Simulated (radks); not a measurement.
Results of a calculation; reference values are marked as such.
Neutral chromium, [Ar] 3d5 4s1. Code: a radial shooting solver on a logarithmic mesh with Libxc functionals. Model: non-relativistic Kohn-Sham, PBE, spin-polarised, spherical densities, point nucleus. Every spin shell is full or empty, so the densities are truly spherical. Functionals are evaluated on that one density, not self-consistently. Rank these orbital-free kinetic functionals by their error against the exact value of the orbitals, and give that value: Thomas-Fermi, von Weizsacker, TF + vW, TF + vW/9, TF + vW/5, LC94, APBEK, Thakkar, Pearson, LKT, DePristo-Kress.

Answer. Exact: 1043.36 hartree. From best to worst, with 100 (|E| - |E exact|)/|E exact| (equal figures are ties): LC94 -0.02, DePristo-Kress -0.08, APBEK +0.09, Thakkar -0.38, TF + vW/9 -0.77, Pearson -1.36, TF + vW/5 +3.98, Thomas-Fermi -6.70, LKT +25.85, von Weizsacker -46.58, TF + vW +46.72.
